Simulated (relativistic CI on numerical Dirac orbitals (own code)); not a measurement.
## Sc2+ in a cubic cluster: 3p photoemission with charge transfer

Computed with a charge-transfer multiplet model of a cubic metal-ligand cluster with up to 2 ligand holes, Slater and spin-orbit integrals from Dirac-Coulomb-Breit ions, Slater integrals scaled by 0.9. The ground state mixes d1 with configurations of k ligand holes L, whose averages lie at kΔ + k(k − 1)U_dd/2; a core hole lowers each added d electron by U_cd. 300 K, Lorentzian 0.9 eV and Gaussian 0.8 eV FWHM.

Atomic integrals in eV (Slater integrals scaled, ζ unscaled), ground: F2dd 5.299, F4dd 3.246, zeta_d 0.008; with the core hole: F2dd 5.299, F4dd 3.246, zeta_d 0.012, zeta_core 0.340, F2cd 8.700, G1cd 10.868, G3cd 6.602. Where a configuration has fewer than two d electrons, the dd integrals are those of d2.

Cluster parameters (eV): U_dd = 4.7, U_cd = 5.7, 10Dq = 0.2, 10Dq(ligand) = 0.2, V(eg) = 1.8, V(t2g) = -0.97, final-state hopping factor = 1.

```
      Case   n_d    d1   d2L  d3L2     S
Δ = 4.5 eV  1.41  0.62  0.34  0.04  0.50
Δ = 7.5 eV  1.23  0.78  0.21  0.01  0.50
Δ = 8.5 eV  1.19  0.82  0.17  0.01  0.50
```

Weights, n_d and S are thermal averages at 300 K. Binding energies count from the first peak over 30 % of the highest in each spectrum, which can be another peak from case to case. The parameters are a model scan and need not match a compound or its usual spin state. Peaks in eV (height, largest 100):
- Δ = 4.5 eV: 0.0 (100), 2.0 (99), 5.1 (29), 7.3 (34), 8.1 (34), 10.4 (39), 15.7 (7)
- Δ = 7.5 eV: 0.0 (100), 2.1 (100), 6.3 (29), 7.6 (30), 9.8 (22), 12.3 (11), 16.3 (5)
- Δ = 8.5 eV: 0.0 (100), 2.1 (100), 6.3 (26), 7.7 (23), 9.8 (15), 12.4 (11)

For the case Δ = 7.5 eV, Δ = 7.5 eV is larger than U_dd = 4.7 eV, the Mott-Hubbard side of the Zaanen-Sawatzky-Allen scheme. With the core hole the configuration with one ligand hole lies at Δ − U_cd = -1.2, 1.8, 2.8 eV from the one without, in the order of the table; where this is negative the screened configuration lies lower, though the effective hopping of about 4.1 eV (from the holes of the mixed ground state) mixes the two strongly wherever it is as large as the gap.
